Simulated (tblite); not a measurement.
C5H13PSi.
Structure used (GFN2-xTB), in Å, numbered top down from 1:
```xyz
20
C5H13PSi angstrom
C     -2.5824    0.7672   -0.6130
C     -1.1551    0.2397   -0.6086
C     -0.9583   -1.0173    0.2360
C      0.5467   -1.2376    0.3207
C      1.2083    0.1033    0.6668
Si     2.9308    0.3225   -0.1214
P      0.0701    1.4784    0.0728
H     -2.9112    0.9874    0.4016
H     -3.2590    0.0294   -1.0422
H     -2.6498    1.6813   -1.1998
H     -0.8479    0.0281   -1.6420
H     -1.3676   -0.8521    1.2366
H     -1.4669   -1.8773   -0.2049
H      0.8030   -1.9948    1.0636
H      0.9052   -1.5917   -0.6496
H      1.2867    0.2142    1.7522
H      3.7822   -0.8016    0.2789
H      3.5107    1.5843    0.3351
H      2.7742    0.3261   -1.5771
H     -0.6248    1.6212    1.2912
```

All values are computed: GFN2-xTB (tblite) harmonic vibrations without scaling, gas phase. Errors from tens to a few hundred cm⁻¹ against measured bands are possible. Modes of hydrogen on phosphorus and silicon can be 10 to 20 % off. One conformer, not necessarily the lowest.

Harmonic wavenumbers (cm⁻¹): 34.5, 113.6, 140.3, 184.1, 209.9, 255.6, 279.2, 387.7, 398.2, 507.8, 519.3, 547.8, 638.4, 658.9, 769.6, 778.9, 783.6, 787.1, 824.5, 876.8, 892.4, 934.5, 956.2, 996.9, 1046.8, 1062.3, 1089.4, 1114.8, 1125.9, 1155.2, 1194.7, 1235.5, 1255.1, 1276.4, 1326.5, 1333.6, 1410.0, 1484.0, 1494.7, 1495.5, 1497.5, 2179.5, 2245.7, 2258.5, 2278.9, 2888.8, 2923.6, 2946.9, 2959.6, 2968.8, 2980.7, 3009.6, 3015.6, 3027.5.

A = 3432, B = 1119, C = 933.1 MHz; mass 132.052 u (most abundant isotopes); point group C1, symmetry number 1.

What is the zero-point energy?

½Σν̃ = 35379 cm⁻¹ = 423.22 kJ/mol.

Entropy at 200 K, 1 bar (ideal gas, RRHO, classical rotation)?

Translation 161.46, rotation 115.88, vibration 68.31: S = 345.6 J/(mol K).

And Cp and H(200 K) − H(0)?

Cp = 113.12 J/(mol K), of which vibrations give 79.86 (their classical limit is 54 R = 449.0); H(200 K) − H(0) = 14.22 kJ/mol without the zero-point energy, 7.57 from vibrations.

How do the functions run with temperature in this model?

```csv
T (K),S (J/(mol K)),Cp (J/(mol K)),H − H(0) (kJ/mol),G − H(0) (kJ/mol),ln q(vib)
50,242.6,49.4,2.01,-10.12,0.53
100,283.6,71.3,5.04,-23.33,1.47
298.15,399.4,159.5,27.57,-91.49,5.96
373.15,439.0,194.3,40.86,-122.94,7.77
500,503.1,244.9,68.84,-182.73,10.93
750,616.9,315.8,139.59,-323.10,17.17
1000,714.5,362.0,224.69,-489.84,23.12
```

q(vib) and H(0) count from the zero-point level.

What must be added to the electronic energy to get the Gibbs energy at 200 K and 1 bar?

ZPE + [H(200 K) − H(0)] − T·S = 423.22 + 14.22 − 69.13 = 368.31 kJ/mol.

Blend soft modes into free rotors: weight 1/[1 + (100 cm⁻¹/ν̃)⁴] for the oscillator and the rest for a rotor with moment μB/(μ + B), μ = h/(8π²ν), B = 10⁻⁴⁴ kg m². What vibrational entropy results?

63.35 J/(mol K) in place of 68.31, which changes −T·S at 200 K by +0.99 kJ/mol.

Hindered rotation and anharmonicity are outside this model. Other conformers, if any are populated, would add a mixing term that is left out. The structure is chiral; the term R ln 2 for an equal mix with its mirror image is left out.
